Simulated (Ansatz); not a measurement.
The same path of BFH5SSi (9 atoms, charge 1, multiplicity 1) was run twice with different band settings. The coordinate that changes most is the dihedral B2–S3–Si4–H9.

Method: RKS BLYP/def2-SVP in Ansatz 0.2.0.

Relaxed end points:

```xyz
9
Properties=species:S:1:pos:R:3
F 1.153 1.364 -1.519
B -0.132 1.199 -1.417
S -0.680 -0.533 -0.748
Si 0.524 -0.915 1.240
H -0.984 1.986 -1.729
H -1.914 -0.178 -0.273
H 0.436 0.367 1.990
H 1.853 -1.241 0.661
H -0.256 -2.051 1.795
```

```xyz
9
Properties=species:S:1:pos:R:3
F 0.459 2.200 -0.652
B -0.421 1.392 -1.164
S 0.023 -0.488 -1.030
Si 0.592 -0.907 1.215
H -1.433 1.697 -1.733
H -1.246 -0.995 -1.109
H 1.952 -0.309 1.238
H 0.520 -2.391 1.224
H -0.446 -0.198 2.011
```

Common settings: spring 5.0 eV/Å²; optimiser quadratic models (default); start path through a guess of the saddle point; force threshold 0.05 eV/Å; iteration limit 60; end points relaxed.

| run | movable images | climbing image |
| --- | --- | --- |
| 1 | 5 | yes |
| 2 | 1 | no |

(1) What does each run give, and how far can it be trusted?

Results:

(1) Run 1: converged after 26 iterations, highest image 0.028 eV above the first end. A vibrational analysis at the climbing image gives one clearly imaginary mode, 58i cm⁻¹: a first-order saddle point.
Run 2: converged after 7 iterations, highest image 0.000 eV above the first end. The dihedral B2–S3–Si4–H9 jumps by 120° between images 1 and 2, so the path isn't resolved there. The top lies less than 8 meV above the higher end, about what the thresholds resolve: that end is a shoulder or a very shallow well. No image climbed, so the highest image needn't sit at the top of the path. So few images can step over the top or miss a turn of the path.
Limits of this set-up: the dipole of an ion depends on the origin.
